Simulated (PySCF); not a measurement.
Species: C3H8NOSi2 (doublet state).
Geometry (GFN2-xTB, Å), atoms numbered from 1 in this order:
```xyz
15
C3H8NOSi2 angstrom
C      3.3772    0.6421   -0.3209
N      2.1240    0.9159   -0.5321
Si     0.7143    0.1078   -0.8035
C     -0.9642    0.9918   -0.7523
C     -1.8764    0.1673    0.1702
Si    -1.3077   -1.6599    0.1126
O      0.2369   -1.4134   -0.3998
H      3.7530   -0.3320   -0.0378
H      4.0805    1.4557   -0.4037
H     -1.3967    1.0289   -1.7529
H     -0.8742    2.0214   -0.4127
H     -2.9237    0.3072   -0.0967
H     -1.7690    0.5354    1.1933
H     -1.9711   -2.4634   -0.9097
H     -1.2073   -2.2967    1.4186
```

The hyperfine couplings belong to this conformer and change with its torsions.

The species is `C=N[Si]1CC[SiH2]O1` [radical].

Computed, not measured: UKS B3LYP, pcH-1 on C H N O Si, non-relativistic, mean-field spin-orbit, GIAO (PySCF 2.14.0). One conformer (not necessarily the lowest) at the GFN2-xTB geometry, without solvent, vibrations or thermal averaging. A GFN2-xTB geometry isn't a minimum of the functional, and hyperfine couplings can be far from their values at a DFT geometry, by a factor of two or more for some ions and for spin on atoms past the first row. The frame is twisted about the C1–N2 bond at this geometry (dihedral H8–C1–N2–Si3 = -16°); couplings at other torsion angles weren't computed. Stability of the SCF solution: not tested.

The Mulliken spin populations are largest on Si3 (+0.66), C1 (+0.49) and N2 (-0.13). The angles at Si3 add up to 352.7°, so it is slightly pyramidal.

Task: List the C–H protons on four-coordinate carbons next to a three-coordinate spin centre, with their couplings and θ (C–H bond against the normal to the plane of the centre's neighbours, projected along the bond that joins the two).

Result: 
| β H | on | centre | θ (°) | cos²θ | a (G) |
| --- | --- | --- | --- | --- | --- |
| H10 | C4 | Si3 | 6 | 0.99 | +7.44 |
| H11 | C4 | Si3 | 67 | 0.15 | +3.45 |

Couplings in gauss use g_iso = 2.0023.
